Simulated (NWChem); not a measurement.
Everything below was run with NWChem. System: vinylene carbonate (C₃H₂O₃), charge 0, spin multiplicity 1, at a geometry optimised with B3LYP/def2-SVP. Level: RHF/def2-TZVP.

Part of the output:

```
             Northwest Computational Chemistry Package (NWChem) 7.3.0
             --------------------------------------------------------

                                NWChem Input Module
                                -------------------

 Scaling coordinates for geometry "geometry" by  1.889725989
 (inverse scale =  0.529177249)

 Turning off AUTOSYM since
 SYMMETRY directive was detected!

                             Geometry "geometry" -> ""
                             -------------------------

 Output coordinates in angstroms (scale by  1.889725989 to convert to a.u.)

  No.       Tag          Charge          X              Y              Z
 ---- ---------------- ---------- -------------- -------------- --------------
    1 O                    8.0000     0.00000000     0.00000000    -1.97534900
    2 C                    6.0000     0.00000000     0.00000000    -0.78853100
    3 O                    8.0000    -1.10383800     0.00000000     0.02293600
    4 C                    6.0000    -0.66849200     0.00000000     1.32820200
    5 C                    6.0000     0.66849200     0.00000000     1.32820200
    6 O                    8.0000     1.10383800     0.00000000     0.02293600
    7 H                    1.0000    -1.41734300     0.00000000     2.11429200
    8 H                    1.0000     1.41734300     0.00000000     2.11429200

 Effective nuclear repulsion energy (a.u.)     229.3745336870

            Nuclear Dipole moment (a.u.)
            ----------------------------
        X                 Y               Z
 ---------------- ---------------- ----------------
     0.0000000000     0.0000000000     0.0000113384

      Symmetry information
      --------------------

 Group name             C2v
 Group number             16
 Group order               4
 No. of unique centers     5

      Symmetry unique atoms

     1    2    3    4    7


 Summary of "ao basis" -> "" (spherical)
 ------------------------------------------------------------------------------
       Tag                 Description            Shells   Functions and Types
 ---------------- ------------------------------  ------  ---------------------
 *                         def2-tzvp                  on all atoms

 Summary of "ao basis" -> "ao basis" (spherical)
 ------------------------------------------------------------------------------
       Tag                 Description            Shells   Functions and Types
 ---------------- ------------------------------  ------  ---------------------
 O                         def2-tzvp                11       31   5s3p2d1f
 C                         def2-tzvp                11       31   5s3p2d1f
 H                         def2-tzvp                 4        6   3s1p

                                 NWChem SCF Module
                                 -----------------

  ao basis        = "ao basis"
  functions       =   198
  atoms           =     8
  closed shells   =    22
  open shells     =     0
  charge          =   0.00
  wavefunction    = RHF
  use symmetry    = T
  symmetry adapt  = T

 Summary of "ao basis" -> "ao basis" (spherical)
 ------------------------------------------------------------------------------
       Tag                 Description            Shells   Functions and Types
 ---------------- ------------------------------  ------  ---------------------
 O                         def2-tzvp                11       31   5s3p2d1f
 C                         def2-tzvp                11       31   5s3p2d1f
 H                         def2-tzvp                 4        6   3s1p

      Symmetry analysis of basis
      --------------------------

        a1         75
        a2         27
        b1         61
        b2         35

 Forming initial guess at       0.2s

      Superposition of Atomic Density Guess
      -------------------------------------

 Sum of atomic energies:        -338.36652475

      Non-variational initial energy
      ------------------------------

 Total energy =    -341.493950
 1-e energy   =    -917.495326
 2-e energy   =     346.626842
 HOMO         =      -0.242236
 LUMO         =       0.061118

      Symmetry analysis of molecular orbitals - initial
[...]
 Convergence threshold     :          1.000E-07
 Maximum no. of iterations :          100
 Final Fock-matrix accuracy:          1.000E-09
 ----------------------------------------------

              iter       energy          gnorm     gmax       time
             ----- ------------------- --------- --------- --------
                 1     -339.3316593617  1.62D+00  3.45D-01      9.1
                 2     -339.4586848431  4.58D-01  7.61D-02     11.4
                 3     -339.4761040536  4.29D-02  9.97D-03     14.7
                 4     -339.4763833198  1.18D-03  1.92D-04     20.0
                 5     -339.4763834462  6.86D-07  1.75D-07     28.6
                 6     -339.4763834462  4.33D-09  1.30D-09     34.9

       Final RHF  results
       ------------------

         Total SCF energy =   -339.476383446180
      One-electron energy =   -919.140778237815
      Two-electron energy =    350.289861104625
 Nuclear repulsion energy =    229.374533687010

        Time for solution =     27.0s

       Symmetry analysis of molecular orbitals - final
       -----------------------------------------------

  Numbering of irreducible representations:

     1 a1          2 a2          3 b1          4 b2

  Orbital symmetries:

     1 b1          2 a1          3 a1          4 a1          5 a1
     6 b1          7 a1          8 b1          9 a1         10 a1
    11 b1         12 a1         13 a1         14 b2         15 b1
    16 a1         17 a1         18 b1         19 a2         20 b2
    21 b1         22 b2         23 a2         24 a1         25 b1
    26 a1         27 b2         28 a1         29 b1         30 a1
    31 b2         32 b1

             Final eigenvalues
             -----------------

              1
    1  -20.6540
    2  -20.6539
    3  -20.5618
    4  -11.4532
    5  -11.3316
    6  -11.3299
    7   -1.5584
    8   -1.4268
    9   -1.4105
   10   -1.0662
   11   -0.8985
   12   -0.8774
   13   -0.7592
   14   -0.7282
   15   -0.6886
   16   -0.6636
   17   -0.6164
   18   -0.6036
   19   -0.5922
   20   -0.5376
   21   -0.4956
   22   -0.3732
   23    0.1335
   24    0.1556
   25    0.1635
   26    0.1651
   27    0.1931
   28    0.2359
   29    0.2602
   30    0.2727
   31    0.2948
   32    0.3233

                       ROHF Final Molecular Orbital Analysis
                       -------------------------------------

 Vector   20  Occ=2.000000D+00  E=-5.375621D-01  Symmetry=b2
              MO Center=  4.2D-14, -2.3D-14, -1.0D+00, r^2= 2.4D+00
   Bfn.  Coefficient  Atom+Function         Bfn.  Coefficient  Atom+Function
  ----- ------------  ---------------      ----- ------------  ---------------
     7      0.345065  1 O  py                10      0.311604  1 O  py
    38      0.179168  2 C  py                13      0.176668  1 O  py
    41      0.157583  2 C  py

 Vector   21  Occ=2.000000D+00  E=-4.955705D-01  Symmetry=b1
              MO Center= -1.1D-15,  1.2D-17, -1.5D+00, r^2= 1.8D+00
   Bfn.  Coefficient  Atom+Function         Bfn.  Coefficient  Atom+Function
  ----- ------------  ---------------      ----- ------------  ---------------
     6      0.421705  1 O  px                 9      0.379225  1 O  px
    12      0.228828  1 O  px

 Vector   22  Occ=2.000000D+00  E=-3.732310D-01  Symmetry=b2
              MO Center= -7.0D-15,  5.2D-15,  7.8D-01, r^2= 2.6D+00
   Bfn.  Coefficient  Atom+Function         Bfn.  Coefficient  Atom+Function
  ----- ------------  ---------------      ----- ------------  ---------------
   103      0.252587  4 C  py               134      0.252587  5 C  py
   100      0.244208  4 C  py               131      0.244208  5 C  py
    69     -0.170052  3 O  py               162     -0.170052  6 O  py
    72     -0.157042  3 O  py               165     -0.157042  6 O  py
   106      0.153905  4 C  py               137      0.153905  5 C  py

 Vector   23  Occ=0.000000D+00  E= 1.335124D-01  Symmetry=a2
              MO Center=  2.6D-14, -2.5D-16,  1.4D+00, r^2= 3.1D+00
   Bfn.  Coefficient  Atom+Function         Bfn.  Coefficient  Atom+Function
  ----- ------------  ---------------      ----- ------------  ---------------
   106      0.942756  4 C  py               137     -0.942756  5 C  py
    75     -0.256939  3 O  py               100      0.256403  4 C  py
   131     -0.256403  5 C  py               168      0.256939  6 O  py
   103      0.233185  4 C  py               134     -0.233185  5 C  py

 Vector   24  Occ=0.000000D+00  E= 1.555868D-01  Symmetry=a1
              MO Center= -6.1D-15,  1.9D-17,  2.7D+00, r^2= 5.8D+00
   Bfn.  Coefficient  Atom+Function         Bfn.  Coefficient  Atom+Function
  ----- ------------  ---------------      ----- ------------  ---------------
   189      2.683308  7 H  s                195      2.683308  8 H  s
    98     -1.790715  4 C  s                129     -1.790715  5 C  s
   105      1.089161  4 C  px               136     -1.089161  5 C  px
   107     -0.641350  4 C  pz               138     -0.641350  5 C  pz
    36     -0.625459  2 C  s                188     -0.449831  7 H  s

 Vector   25  Occ=0.000000D+00  E= 1.634961D-01  Symmetry=b1
              MO Center=  5.0D-15,  8.6D-17,  2.6D+00, r^2= 7.1D+00
   Bfn.  Coefficient  Atom+Function         Bfn.  Coefficient  Atom+Function
  ----- ------------  ---------------      ----- ------------  ---------------
   189      3.816792  7 H  s                195     -3.816792  8 H  s
   107     -2.799932  4 C  pz               138      2.799932  5 C  pz
   105      2.185659  4 C  px               136      2.185659  5 C  px
    67     -0.942265  3 O  s                160      0.942265  6 O  s
    98      0.820818  4 C  s                129     -0.820818  5 C  s

 center of mass
 --------------
 x =   0.00000000 y =   0.00000000 z =  -0.09197349

 moments of inertia (a.u.)
 ------------------
         432.227326240839           0.000000000000           0.000000000000
           0.000000000000         624.181249910034           0.000000000000
           0.000000000000           0.000000000000         191.953923669195

  Mulliken analysis of the total density
  --------------------------------------

    Atom       Charge   Shell Charges
 -----------   ------   -------------------------------------------------------
    1 O    8     8.41   0.79  1.18  0.58  0.94  0.33  1.84  1.95  0.75  0.00  0.03  0.00
    2 C    6     5.36   0.86  1.12  0.52  0.43  0.02  1.11  0.84  0.11  0.08  0.23  0.03
    3 O    8     8.32   0.79  1.18  0.56  0.97  0.27  1.85  2.08  0.57  0.00  0.04  0.00
    4 C    6     5.98   0.85  1.12  0.50  0.56  0.09  1.21  1.23  0.27  0.03  0.10  0.01
    5 C    6     5.98   0.85  1.12  0.50  0.56  0.09  1.21  1.23  0.27  0.03  0.10  0.01
    6 O    8     8.32   0.79  1.18  0.56  0.97  0.27  1.85  2.08  0.57  0.00  0.04  0.00
    7 H    1     0.82   0.26  0.47  0.07  0.02
    8 H    1     0.82   0.26  0.47  0.07  0.02

       Multipole analysis of the density wrt the origin
       ------------------------------------------------

     L   x y z        total         open         nuclear
     -   - - -        -----         ----         -------
     0   0 0 0     -0.000000      0.000000     44.000000

     1   1 0 0     -0.000000      0.000000      0.000000
     1   0 1 0      0.000000      0.000000      0.000000
     1   0 0 1      1.989095      0.000000      0.000011

     2   2 0 0    -24.281106      0.000000    103.116747
     2   1 1 0     -0.000000      0.000000      0.000000
     2   1 0 1      0.000000      0.000000      0.000000
     2   0 2 0    -24.806355      0.000000      0.000000
     2   0 1 1     -0.000000      0.000000      0.000000
     2   0 0 2    -25.273617      0.000000    232.351446

 Task  times  cpu:       35.1s     wall:       35.1s

 Total times  cpu:       35.1s     wall:       35.1s
```

Question: Write an NWChem input that would produce this output.

Answer: Several could match; the one computed here: 
```
start mol
memory heap 200 mb stack 900 mb global 1100 mb
geometry units angstroms nocenter noautoz
  O      0.000000     0.000000    -1.975349
  C      0.000000     0.000000    -0.788531
  O     -1.103838     0.000000     0.022936
  C     -0.668492     0.000000     1.328202
  C      0.668492     0.000000     1.328202
  O      1.103838     0.000000     0.022936
  H     -1.417343     0.000000     2.114292
  H      1.417343     0.000000     2.114292
  symmetry group C2v
end
basis spherical
  * library def2-tzvp
end
scf
  rhf
  nopen 0
  maxiter 100
  thresh 1e-7
  semidirect memsize 60000000 filesize 0
end
task scf energy
```
